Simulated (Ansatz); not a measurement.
`C[SiH2]B(C)C` and `CB(C)CS` differ in one atom or group.

Ansatz, PBE0-D4/def2-TZVP geometries, multiplicity 1. Each molecule was computed in one conformer, which needn't be the lowest. `CB(C)CS` holds a close contact that its SMILES doesn't draw: S···B 2.35 Å.

```tsv
property	`C[SiH2]B(C)C`
HOMO–LUMO gap (ωB97M-V/def2-TZVPP) / eV	10.24
LUMO energy (B3LYP/def2-TZVPP) / eV	-1.35
HOMO–LUMO gap (PBE0/def2-TZVPP) / eV	6.14
HOMO energy (PBE0/def2-TZVPP) / eV	-7.30
size of the dipole moment (PBE/def2-TZVPP) / D	1.13
LUMO energy (PBE0/def2-TZVPP) / eV	-1.16
```

(1) What does the change do to each property? (Best estimate.)

Results:

(1) Ansatz gave: 
```csv
property,`CB(C)CS`,shift
HOMO–LUMO gap (ωB97M-V/def2-TZVPP) / eV,11.00,0.76
LUMO energy (B3LYP/def2-TZVPP) / eV,-0.27,1.08
HOMO–LUMO gap (PBE0/def2-TZVPP) / eV,7.09,0.95
HOMO energy (PBE0/def2-TZVPP) / eV,-7.11,0.19
size of the dipole moment (PBE/def2-TZVPP) / D,1.00,-0.13
LUMO energy (PBE0/def2-TZVPP) / eV,-0.02,1.14
```

With PBE0 the HOMO rises by 0.19 eV and the LUMO rises by 1.14 eV, so the gap widens by about 0.95 eV. PBE moves the HOMO by 0.17 eV and ωB97M-V by 0.17 eV. Dipoles are sizes alone; their direction can turn.

B3LYP here is the variant with VWN-RPA as its local correlation; programs differ in this.
